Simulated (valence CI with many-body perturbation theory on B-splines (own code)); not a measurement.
E1 transitions of Sb XXI

Method: relativistic CI+MBPT: three valence electrons over a frozen Dirac-Fock core [Ar] 3d10, a basis of 11 s, 11 p, 10 d, 8 f, 5 g, 2 h functions for each j, with the one-electron correlation potential Σ1, the two-electron term Σ2, the three-electron term Σ3, Breit, model QED; selected CI, second order for the rest, scaled by the run's own slope (own B-spline code, finite nucleus).

No measured levels were compared; by estimate levels hold to about 250 cm⁻¹ or 0.2 % of their energy and the worst to 1 %, as in measured heavy ions of charge 2 to 7; those with d or f electrons hold less well.

Lines 201 to 250 of 557 in falling wavelength, among levels below 2375500 cm⁻¹, chosen from the strongest by gf and those to the six lowest levels. Wavelengths and rates use the calculated energies, so an error of 2000 cm⁻¹ moves a line at 157.7 Å by 0.32 % and its rate by three times that or more. Electric multipoles are in the length gauge with retardation, E1 and E2 with the static RPA response of the core. Weak lines are less certain than strong ones. Lines between different terms over intervals too small for the method are left out, as are lines whose strength nearly cancels. Where a level lies close to another of its J and parity, the split of strength between their lines is uncertain. The highest levels of a list are the least certain.

Names give the largest LS component (configuration and term), which can be under half, so a name can repeat, a term be missing and a line seem to break the LS rules; names also repeat where a configuration has a term twice. Letters in brackets count levels of one name in rising energy.

```
λ vac (Å)                 Upper                 Lower   A (s⁻¹)  S (a.u.) with core polarisation  S without
    157.7      4s.4p.4d 4F°_5/2         4s.4p2 4P_3/2  4.77e+09                         5.54e-02   5.98e-02
    157.7    4p2.4f 2F°_5/2 [b]     4p2.4d 2D_5/2 [c]  1.38e+10                         1.60e-01   1.73e-01
    157.6   4s.4p.4f 2F_7/2 [b]  4s.4p.4d 2F°_7/2 [b]  3.10e+10                         4.78e-01   5.17e-01
    157.5        4p.4d2 4F°_9/2     4p2.4d 4F_9/2 [b]  8.56e+09                         1.65e-01   1.78e-01
    157.2      4s.4p.4d 4F°_7/2         4s.4p2 4P_5/2  2.19e+10                         3.37e-01   3.62e-01
    156.8        4p.4d2 2F°_5/2         4p2.4d 4D_5/2  1.89e+10                         2.16e-01   2.33e-01
    156.6    4p.4d2 2D°_3/2 [a]     4p2.4d 2P_3/2 [a]  2.36e+10                         1.79e-01   1.93e-01
    156.6    4p.4d2 4G°_5/2 [b]         4p2.4d 2F_5/2  2.06e+10                         2.34e-01   2.53e-01
    156.3         4s.4d2 2P_3/2  4s.4p.4d 2D°_5/2 [b]  3.51e+10                         2.64e-01   2.86e-01
    156.0    4p.4d2 4D°_7/2 [b]     4p2.4d 2D_5/2 [b]  1.77e+10                         2.65e-01   2.87e-01
    155.7    4p.4d2 4D°_5/2 [b]     4p2.4d 2D_3/2 [b]  1.50e+10                         1.67e-01   1.82e-01
    155.6        4p2.4f 4G°_9/2         4p2.4d 2G_7/2  8.43e+09                         1.57e-01   1.68e-01
    155.6    4p.4d2 4D°_7/2 [a]     4p2.4d 4F_9/2 [b]  2.08e+10                         3.10e-01   3.35e-01
    155.3         4s.4d2 4F_7/2      4s.4p.4d 4D°_5/2  1.45e+10                         2.15e-01   2.34e-01
    155.3         4s.4d2 2F_7/2  4s.4p.4d 2F°_5/2 [b]  1.17e+10                         1.74e-01   1.89e-01
    155.1         4s.4d2 2F_7/2  4s.4p.4d 2F°_7/2 [b]  2.56e+10                         3.78e-01   4.08e-01
    155.0  4s.4p.4d 2F°_5/2 [a]         4s.4p2 2D_3/2  6.62e+10                         7.30e-01   7.89e-01
    154.9         4s.4d2 2P_1/2  4s.4p.4d 2P°_1/2 [b]  5.32e+10                         1.95e-01   2.11e-01
    154.8    4p.4d2 2P°_1/2 [a]     4p2.4d 2D_3/2 [a]  1.04e+11                         3.81e-01   4.12e-01
    154.8   4s.4p.4f 2D_3/2 [a]  4s.4p.4d 2D°_5/2 [b]  3.97e+10                         2.91e-01   3.14e-01
    154.7     4p2.4d 2P_1/2 [a]           4p3 2P°_1/2  8.48e+10                         3.10e-01   3.36e-01
    154.7     4p2.4d 2D_3/2 [a]           4p3 2P°_1/2  3.93e+10                         2.88e-01   3.10e-01
    154.7        4p.4d2 4D°_3/2         4p2.4d 4D_3/2  4.30e+10                         3.14e-01   3.38e-01
    154.6         4s.4d2 2P_3/2  4s.4p.4d 2D°_3/2 [c]  1.07e+11                         7.79e-01   8.42e-01
    154.6    4p.4d2 2F°_7/2 [a]         4p2.4d 4F_7/2  2.34e+10                         3.41e-01   3.67e-01
    154.4  4s.4p.4d 2P°_1/2 [a]         4s.4p2 2S_1/2  7.05e+10                         2.56e-01   2.77e-01
    154.4      4s.4p.4d 4P°_5/2         4s.4p2 4P_5/2  2.26e+10                         2.46e-01   2.66e-01
    154.2    4p2.4f 4F°_9/2 [a]     4p2.4d 2F_7/2 [b]  1.07e+10                         1.93e-01   2.11e-01
    154.0         4p2.4d 2G_7/2           4p3 2D°_5/2  2.91e+10                         4.21e-01   4.52e-01
    154.0           4p3 2P°_1/2         4s.4p2 4P_1/2  4.80e+08                         1.73e-03   1.88e-03
    154.0         4s.4d2 2S_1/2      4s.4p.4d 2P°_3/2  1.80e+11                         6.50e-01   7.04e-01
    153.7  4s.4p.4d 2P°_1/2 [b]         4s.4p2 2P_3/2  4.81e+10                         1.72e-01   1.87e-01
    153.6        4p.4d2 4F°_7/2         4p2.4d 4P_5/2  2.93e+10                         4.19e-01   4.47e-01
    153.5    4p.4d2 4D°_1/2 [a]         4p2.4d 4D_1/2  5.25e+10                         1.87e-01   2.02e-01
    153.3  4s.4p.4d 2D°_5/2 [a]         4s.4p2 2D_5/2  9.55e+10                         1.02e+00   1.10e+00
    153.3   4s.4p.4f 2D_3/2 [a]      4s.4p.4d 2P°_3/2  6.20e+10                         4.41e-01   4.76e-01
    153.2    4p.4d2 2D°_3/2 [a]         4p2.4d 2F_5/2  2.83e+10                         2.01e-01   2.18e-01
    153.0         4p2.4d 2S_1/2       4p3 2P°_3/2 [b]  1.21e+11                         4.27e-01   4.62e-01
    152.9        4p.4d2 4S°_3/2     4p2.4d 2D_5/2 [b]  3.87e+10                         2.73e-01   2.95e-01
    152.8         4s2.4d 2D_3/2        4s2.4p 2P°_3/2  3.41e+10                         2.40e-01   2.59e-01
    152.8   4s.4p.4f 2G_7/2 [a]  4s.4p.4d 2F°_5/2 [a]  3.66e+10                         5.15e-01   5.49e-01
    152.6      4s.4p.4d 4D°_3/2         4s.4p2 4P_5/2  3.68e+09                         2.58e-02   2.79e-02
    152.6    4p.4d2 4D°_5/2 [a]         4p2.4d 4D_5/2  1.69e+10                         1.77e-01   1.92e-01
    152.6       4p3 2P°_3/2 [b]         4s.4p2 4P_3/2  2.00e+09                         1.40e-02   1.53e-02
    152.5  4s.4p.4d 2D°_3/2 [a]         4s.4p2 2D_3/2  6.79e+10                         4.76e-01   5.16e-01
    152.3         4s.4d2 2P_1/2  4s.4p.4d 2P°_1/2 [a]  9.00e+10                         3.14e-01   3.39e-01
    152.1    4p.4d2 4P°_5/2 [b]         4p2.4d 4D_7/2  3.09e+10                         3.22e-01   3.48e-01
    152.0       4s.4p.4f 4G_7/2      4s.4p.4d 4P°_5/2  1.73e+10                         2.40e-01   2.55e-01
    152.0         4p2.4d 4P_5/2           4p3 2D°_5/2  4.22e+10                         4.38e-01   4.74e-01
    151.8  4s.4p.4d 2P°_1/2 [b]         4s.4p2 2S_1/2  7.34e+10                         2.53e-01   2.74e-01
```
